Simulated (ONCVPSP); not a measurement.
zirconium (Zr): excitation energies, all-electron against ONCV

ONCVPSP 4.0.1 input, shortened (lines: element, Z, core and valence counts, functional; n l f; lmax; l rc ep ncon nbas qcut; lloc lpopt rc5 dvloc0; l nproj debl; icmod fcfact rcfact), PBE, fully relativistic:

```
  Zr 40.00    8    2        4      upf
    1    0    2.00
    2    0    2.00
    2    1    6.00
    3    0    2.00
    3    1    6.00
    3    2   10.00
    4    0    2.00
    4    1    6.00
    4    2    2.00
    5    0    1.00
    2
    0    2.40    0.00    3    6    2.30
    1    2.60    0.10    4    8    3.30
    2    1.90    0.00    5    9    5.90
    4    5    1.65   -1.00
    0    3    1.80
    1    2    3.30
    2    3    3.00
    0    0.00    0.00
```

Open shells are filled in proportion to 2j + 1.

In the p channel the program set the typed energies aside and used 0.050, 3.350 Ha (j = l + 1/2; the other j can differ).

Energies are relative to the spin-unpolarised reference configuration 4d2 5s1; without spin polarisation the order of configurations can differ from experiment.

Task: Give the all-electron excitation energy and the error of the potential for: 4d2 5s2; 4d2 5s0; 4d1 5s0; 4d1 5s2.

Result:

```
valence configuration  charge  ΔE all-electron (eV)  error AE − PS (meV)
              4d2 5s2       0                -7.138                  +17
              4d2 5s0      +2                12.940                 +116
              4d1 5s0      +3                35.563                 +351
              4d1 5s2      +1                 0.525                  +57
```

Levels in the configuration 4d2 5s2:

| level | all-electron (eV) | pseudo (eV) |
| --- | --- | --- |
| 4d j=5/2 | -3.548 | -3.544 |
| 4d j=3/2 | -3.677 | -3.672 |
| 5s j=1/2 | -4.439 | -4.458 |

Note: ghosts flagged at negative energy: s at -67.2 eV; GHOST(+) flagged for s at 8.1 eV, p3/2 at 53.1 eV, p1/2 at 55.7 eV, s at 347.4 eV. A true bound ghost makes a file unfit for plane-wave use.
